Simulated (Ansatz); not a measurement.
C2H11FSi3, SMILES F[SiH2][SiH2]CC[SiH3].

Geometry optimised at PBE0-D3(BJ)/def2-SVP. This is a generated structure with no PubChem entry under its InChIKey; it may be hypothetical. The values are those of a single conformer.

Two levels are set side by side: PBE/def2-SVPD (Ansatz, a program for electronic structure) and PBE0/def2-SVPD (Ansatz). Energy differences of separate SCF runs at the same geometry; the states with an electron removed or added have multiplicity 2 and 2. Differences are taken from unrounded values.

| quantity | PBE0 |
|---|---|
| vertical ionisation energy (eV) | 9.91 |
| vertical singlet–triplet gap (eV) | 5.46 |

**Question.** What does PBE give, and how far is it from PBE0? (Estimate from the structure and the level; the computed values follow.)

**Answer.** 
```csv
quantity,PBE,PBE minus PBE0
vertical ionisation energy (eV),9.48,-0.43
vertical singlet–triplet gap (eV),5.15,-0.30
```
